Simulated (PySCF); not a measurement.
**SMILES FC(F)(F)C([SiH3])=C=C[SiH3], C4H7F3Si2**

Geometry:
| atom | x (Å) | y (Å) | z (Å) |
| --- | --- | --- | --- |
| F1 | 2.164 | -1.337 | -1.452 |
| C2 | 1.783 | -1.249 | -0.171 |
| F3 | 1.115 | -2.360 | 0.130 |
| F4 | 2.901 | -1.239 | 0.564 |
| C5 | 0.976 | -0.002 | 0.056 |
| Si6 | 1.674 | 1.678 | -0.447 |
| C7 | -0.215 | -0.081 | 0.603 |
| C8 | -1.422 | -0.132 | 1.097 |
| Si9 | -2.939 | -0.345 | 0.002 |
| H10 | 1.838 | 1.745 | -1.928 |
| H11 | 3.003 | 1.888 | 0.198 |
| H12 | 0.705 | 2.712 | 0.010 |
| H13 | -1.541 | -0.063 | 2.186 |
| H14 | -4.149 | -0.310 | 0.874 |
| H15 | -3.011 | 0.762 | -0.997 |
| H16 | -2.882 | -1.650 | -0.720 |

Computed, not measured: PySCF 2.14.0, TDDFT CAM-B3LYP/aug-cc-pVDZ excited states, vertical, gas phase. Geometry: PBE0-D3(BJ)/def2-SVP.

Q: Give the one- and two-photon strengths of the lowest singlets.

A: δ for parallel linear polarisation; σ at the peak of a Lorentzian of half width 0.1 eV, single beam; Ω is circular over linear.
| state | E (eV) | f | photon λ (nm) | δ (au) | σ (GM) | Ω | main |
| --- | --- | --- | --- | --- | --- | --- | --- |
| S1 | 5.53 | 0.001 | 448 | 0.54 | 0.01 | 1.50 | HOMO−1→LUMO 0.36, HOMO→LUMO+1 0.27 |
| S2 | 5.68 | 0.000 | 437 | <0.1 | 0.00 | – | HOMO−1→LUMO 0.32, HOMO→LUMO+1 0.18 |
| S3 | 6.43 | 0.037 | 386 | 5 | 0.08 | 0.95 | HOMO→LUMO 0.53, HOMO−1→LUMO+1 0.18 |
| S4 | 6.91 | 0.949 | 359 | 45.4 | 0.79 | 0.59 | HOMO−1→LUMO+1 0.41, HOMO→LUMO+2 0.16 |
| S5 | 7.01 | 0.217 | 354 | 24.6 | 0.44 | 0.93 | HOMO→LUMO+2 0.33, HOMO→LUMO+1 0.29 |
| S6 | 7.15 | 0.089 | 347 | 23.1 | 0.43 | 1.31 | HOMO−1→LUMO+2 0.56, HOMO→LUMO+2 0.09 |

Among these, the strongest one-photon state is S4, the strongest two-photon state S4, with a dipole change of 2.1 D (relaxed, norm of the difference vector).
